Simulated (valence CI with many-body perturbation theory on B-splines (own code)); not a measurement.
W61+: calculated level list

Computed by relativistic CI+MBPT: three valence electrons over a frozen Dirac-Fock core [Ne], a basis of 11 s, 11 p, 10 d, 8 f, 5 g, 2 h functions for each j, with the one-electron correlation potential Σ1, the two-electron term Σ2, the three-electron term Σ3, Breit, model QED; selected CI, second order for the rest, scaled by the run's own slope (own B-spline code, finite nucleus).

No measured spectrum was set against this ion. As an estimate, large intervals hold to a few tenths of a per cent, small ones and those within an open d or f shell to about a per cent.

Levels 136 to 157 of 157, with energies above the lowest level, (3s^2 3p1/2) J=1/2. "Leading %" is the weight of the configuration and term that name the level; weights of strongly mixed levels are sums over their largest components and can fall short, so below about 35 % the name and the second component can differ from the true leading terms, or belong to a minority configuration. In the jj column 3d3/2^4 stands for four electrons in 3d with j = 3/2.

```tsv
No.	Configuration	Term	J	E (eV)	Leading %	g	Leading jj
136	3d3	2D	5/2	2190.9	44	1.234	3d3/2^2 3d5/2 (96 %)
137	3d3	4F	7/2	2232.9	67	1.116	3d3/2 3d5/2^2 (99 %)
138	3d3	4F	9/2	2237.1	50	1.128	3d3/2 3d5/2^2 (98 %)
139	3d3	4P	3/2	2245.2	40	1.107	3d3/2 3d5/2^2 (99 %)
140	3d3	2H	11/2	2246.4	100	1.078	3d3/2 3d5/2^2 (100 %)
141	3d3	2P	1/2	2248.8	58	1.500	3d3/2 3d5/2^2 (100 %)
142	3d3	4P	5/2	2249.5	39	1.290	3d3/2 3d5/2^2 (96 %)
143	3d3	2F	7/2	2259.0	79	1.083	3d3/2 3d5/2^2 (98 %)
144	3d3	2F	5/2	2259.2	43	1.088	3d3/2 3d5/2^2 (98 %)
145	3d3	2D	3/2	2283.6	79	0.877	3d3/2 3d5/2^2 (96 %)
146	3d3	2G	9/2	2319.2	49	1.159	3d5/2^3 (99 %)
147	3d3	2D	3/2	2336.9	42	1.133	3d5/2^3 (96 %)
148	3d3	2D	5/2	2348.6	60	1.162	3d5/2^3 (97 %)
149	3s2.4s	2S	1/2	3012.4	99	1.993	3s^2 4s (99 %)
150	3s2.4p	2P°	1/2	3087.4	98	0.663	3s^2 4p1/2 (98 %)
151	3s.3p.4s	4P°	1/2	3154.6	85	2.363	3s 3p1/2 4s (99 %)
152	3s.3p.4s	4P°	3/2	3166.9	59	1.555	3s 3p1/2 4s (97 %)
153	3s.3p.4s	2P°	1/2	3179.8	94	0.755	3s 3p1/2 4s (99 %)
154	3s.3p.4p	4D	1/2	3224.0	71	0.288	3s 3p1/2 4p1/2 (100 %)
155	3s2.4p	2P°	3/2	3236.2	97	1.335	3s^2 4p3/2 (97 %)
156	3s.3p.4p	4D	3/2	3237.2	40	1.113	3s 3p1/2 4p1/2 (98 %)
157	3s.3p.4p	4P	1/2	3253.1	47	1.959	3s 3p1/2 4p1/2 (99 %)
```
